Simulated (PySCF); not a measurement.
## Electron correlation in Si⁺ (silicon, charge +1)

[Ne] 3s2 3p1, 2P determinant. All numbers are calculated (PySCF 2.14, no relativity, point nucleus, in def2-SVP). Frozen: [Ne]; 3 electrons correlated.

MP2 pair energies summed by pair of shells (mhartree):

| pair | energy | share (%) |
| --- | --- | --- |
| 3s-3s | -20.78 | 59.0 |
| 3s-3p | -14.45 | 41.0 |

Total MP2 correlation energy: -35.22 mhartree.

Same-spin part -2.15 and opposite-spin part -33.08 mhartree; SCS-MP2 scales them by 1/3 and 6/5 to -40.41 mhartree.

```csv
level,correlation energy (mhartree)
CCSD,-53.01
(T),-0.66
CCSD(T),-53.67
```

Diagnostics: T1 = 0.012, D1 = 0.0255, largest double amplitude 0.112.

Cost of the coupled-cluster step: 0.1 s of wall time on 1 thread of Neoverse-V1 (shared host), for 3 correlated electrons.

Iterations:

```
CC2 = 0
CCSD nocc = (np.int64(2), np.int64(1)), nmo = (13, 13)
frozen orbitals [[0, 1, 2, 3, 4], [0, 1, 2, 3, 4]]
max_cycle = 100
direct = 0
conv_tol = 1e-08
conv_tol_normt = 1e-06
diis_space = 8
diis_start_cycle = 0
Init t2, MP2 energy = -0.0352241820579064
Init E_corr(UCCSD) = -0.0352241820582277
cycle = 1  E_corr(UCCSD) = -0.0463872022333217  dE = -0.0111630202  norm(t1,t2) = 0.0551284
cycle = 2  E_corr(UCCSD) = -0.0502784180339134  dE = -0.0038912158  norm(t1,t2) = 0.0233727
cycle = 3  E_corr(UCCSD) = -0.0530141483996472  dE = -0.00273573037  norm(t1,t2) = 0.0108049
cycle = 4  E_corr(UCCSD) = -0.0529950516568998  dE = 1.90967427e-05  norm(t1,t2) = 0.00132257
cycle = 5  E_corr(UCCSD) = -0.0530164477871485  dE = -2.13961302e-05  norm(t1,t2) = 0.000170729
cycle = 6  E_corr(UCCSD) = -0.0530092116046911  dE = 7.23618246e-06  norm(t1,t2) = 2.97933e-05
cycle = 7  E_corr(UCCSD) = -0.0530117877471113  dE = -2.57614242e-06  norm(t1,t2) = 8.44398e-06
cycle = 8  E_corr(UCCSD) = -0.0530111862852165  dE = 6.01461895e-07  norm(t1,t2) = 2.07549e-06
cycle = 9  E_corr(UCCSD) = -0.0530112375757424  dE = -5.12905259e-08  norm(t1,t2) = 2.39429e-07
cycle = 10  E_corr(UCCSD) = -0.0530112323822443  dE = 5.19349806e-09  norm(t1,t2) = 3.45852e-08
UCCSD converged
E(UCCSD) = -288.5251819004322  E_corr = -0.05301123238224432
UCCSD(T) correction = -0.000661684486445209
```
